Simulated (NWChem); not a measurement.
System: SiPH₄, doublet; SMILES [SiH3][PH]

NWChem input:

```
start job
memory heap 200 mb stack 900 mb global 1100 mb
geometry units angstroms noautosym nocenter noautoz
  Si     0.027389     1.021023     0.001066
  P      0.080189    -1.227262     0.003807
  H     -0.693288     1.527140     1.201183
  H      1.417701     1.543788     0.016382
  H     -0.665048     1.523660    -1.217057
  H     -1.344350    -1.290991    -0.005042
end
basis spherical
  * library 3-21g
end
dft
  odft
  mult 2
  xc b3lyp
  iterations 150
end
cosmo
  do_cosmo_smd true
  solvent water
end
task dft energy
```

Excerpt of the output:

```
             Northwest Computational Chemistry Package (NWChem) 7.3.0
             --------------------------------------------------------

                             Geometry "geometry" -> ""
                             -------------------------

 Output coordinates in angstroms (scale by  1.889725989 to convert to a.u.)

  No.       Tag          Charge          X              Y              Z
 ---- ---------------- ---------- -------------- -------------- --------------
    1 Si                  14.0000     0.02738900     1.02102300     0.00106600
    2 P                   15.0000     0.08018900    -1.22726200     0.00380700
    3 H                    1.0000    -0.69328800     1.52714000     1.20118300
    4 H                    1.0000     1.41770100     1.54378800     0.01638200
    5 H                    1.0000    -0.66504800     1.52366000    -1.21705700
    6 H                    1.0000    -1.34435000    -1.29099100    -0.00504200

 Effective nuclear repulsion energy (a.u.)      81.5036039197

                                 NWChem DFT Module
                                 -----------------

 Summary of "ao basis" -> "ao basis" (spherical)
 ------------------------------------------------------------------------------
       Tag                 Description            Shells   Functions and Types
 ---------------- ------------------------------  ------  ---------------------
 Si                          3-21g                   7       13   4s3p
 P                           3-21g                   7       13   4s3p
 H                           3-21g                   2        2   2s

 in cosmo_initialize ...
 calling solv_data for solv:h2o

 solvent parameters
 solvname_short: h2o
 solvname_long:  water
 dielec:       78.4000
 dielecinf:     1.7769
 aqueous SMD model solvent descriptors
 dielec:       78.4000
 sola:          0.8200

          ---------------
          -cosmo- solvent
          ---------------
 Cosmo: York-Karplus, doi: 10.1021/jp992097l
 dielectric constant -eps-     =  78.40
 screen = (eps-1)/(eps    )    =   0.98724
 surface charge correction     = lagrangian

   van der Waals surface
 --------------------------

[...]

                                COSMO-SMD solvation results
                                ---------------------------

             internal energy in gas <Psi(g)|H|Psi(g)> =      -629.942274590885
         internal energy in solvent <Psi(s)|H|Psi(s)> =      -629.941630881484
                               delta internal energy  =         0.000643709400 (    0.40 kcal/mol)
   total free energy in solvent <Psi(s)|H+V/2|Psi(s)> =      -629.944930739298
 polarization energy contribution <Psi(s)|V/2|Psi(s)> =        -0.003299857814 (   -2.07 kcal/mol)
    total free energy in solvent including G(SMD-CDS) =      -629.941305790434
                       G(SMD-CDS) energy contribution =         0.003624948864 (    2.27 kcal/mol)
     1 M fixed-concentration free energy of solvation =         0.000968800451 (    0.61 kcal/mol)

                    DFT Final Alpha Molecular Orbital Analysis
                    ------------------------------------------

 Vector   15  Occ=1.000000D+00  E=-3.444748D-01
              MO Center=  2.9D-01,  2.8D-01,  7.1D-03, r^2= 3.7D+00
   Bfn.  Coefficient  Atom+Function         Bfn.  Coefficient  Atom+Function
  ----- ------------  ---------------      ----- ------------  ---------------
    30      0.342873  4 H  s                 34      0.279136  6 H  s
    20     -0.229502  2 P  px                29      0.221884  4 H  s
     7      0.220205  1 Si px                23     -0.181149  2 P  s
     8      0.178922  1 Si py                21     -0.174860  2 P  py
    33      0.174696  6 H  s                 25     -0.137740  2 P  py

 Vector   16  Occ=1.000000D+00  E=-2.903913D-01
              MO Center=  1.1D-01, -9.1D-01,  3.9D-03, r^2= 3.0D+00
   Bfn.  Coefficient  Atom+Function         Bfn.  Coefficient  Atom+Function
  ----- ------------  ---------------      ----- ------------  ---------------
    23     -0.379817  2 P  s                 21      0.353237  2 P  py
    25      0.326686  2 P  py                 8     -0.254595  1 Si py
    20     -0.194541  2 P  px                24     -0.183928  2 P  px
    17     -0.177222  2 P  py                19     -0.145460  2 P  s
    28     -0.145248  3 H  s                 12     -0.144344  1 Si py

 Vector   17  Occ=1.000000D+00  E=-2.514924D-01
              MO Center=  2.5D-02, -1.0D+00,  2.4D-03, r^2= 2.4D+00
   Bfn.  Coefficient  Atom+Function         Bfn.  Coefficient  Atom+Function
  ----- ------------  ---------------      ----- ------------  ---------------
    26      0.572391  2 P  pz                22      0.506062  2 P  pz
    18     -0.249026  2 P  pz                32      0.183535  5 H  s
    28     -0.182384  3 H  s                 31      0.078023  5 H  s
    27     -0.077502  3 H  s                 13      0.047510  1 Si pz
     9     -0.045952  1 Si pz

 Vector   18  Occ=0.000000D+00  E= 1.354025D-02
              MO Center= -7.0D-03,  3.3D-01,  1.9D-03, r^2= 5.0D+00
   Bfn.  Coefficient  Atom+Function         Bfn.  Coefficient  Atom+Function
  ----- ------------  ---------------      ----- ------------  ---------------
    12      1.276847  1 Si py                25      1.054375  2 P  py
    23      0.995020  2 P  s                 10     -0.880373  1 Si s
     8      0.283882  1 Si py                21      0.272231  2 P  py
    17     -0.143303  2 P  py                 2      0.139195  1 Si s
     4     -0.139733  1 Si py                 6     -0.134770  1 Si s

[...]
```

Level: B3LYP/3-21G, spin-unrestricted, SMD on the gas-phase geometry. Structure relaxed at the PBE0-D3(BJ)/def2-TZVP, spin-unrestricted level. No stability test was run on the SCF state. B3LYP is NWChem's, with the RPA form of VWN correlation. Solvent: water.
